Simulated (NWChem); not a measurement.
Molecule: CH$_{4}$ClFOSi; SMILES CO[SiH](Cl)F

```xyz
9

Si     0.2633    -0.0698     0.4080
F      1.7039     0.1449    -0.2908
Cl    -0.4734    -1.8860    -0.1477
O     -0.7790     1.0621    -0.1400
C     -0.5920     2.4564    -0.1453
H      0.4748    -0.0232     1.8691
H      0.3326     2.7402    -0.6753
H     -0.5501     2.8659     0.8792
H     -1.4447     2.9178    -0.6636
```
Atoms are numbered in this order, from 1.

Computed with NWChem. All runs use the structure optimised with PBE0/def2-SVP.

**Question.** Estimate the computed values for LDA (Slater exchange, VWN5)/def2-SVP. Quantities: highest occupied level (eV); orbital gap (eV); dipole (D).

**Answer.** 
| Property | Result |
|---|---|
| highest occupied level (eV) | -7.26 |
| orbital gap (eV) | 7.41 |
| dipole (D) | 2.18 |
